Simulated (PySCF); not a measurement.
Electron correlation in Pb (lead, neutral)

[Xe] 4f14 5d10 6s2 6p2, high-spin 3P determinant. Calculation: PySCF 2.14, in x2c-TZVPPall; scalar relativity by spin-free X2C-1e. Frozen: [Xe] 4f14 5d10; 4 electrons correlated.

```json
{"level": "CCSD", "correlation energy (mhartree)": "-45.50"}
{"level": "(T)", "correlation energy (mhartree)": "-0.97"}
{"level": "CCSD(T)", "correlation energy (mhartree)": "-46.47"}
```

Diagnostics: T1 = 0.0071, D1 = 0.0180, largest double amplitude 0.068.

Question: Is a single reference adequate?

Answer: Yes, within this model without spin-orbit coupling: T1 lies below 0.03 and no double amplitude reaches 0.07.

Spin-orbit coupling is strong in this species, so the high-spin LS determinant is a model state.
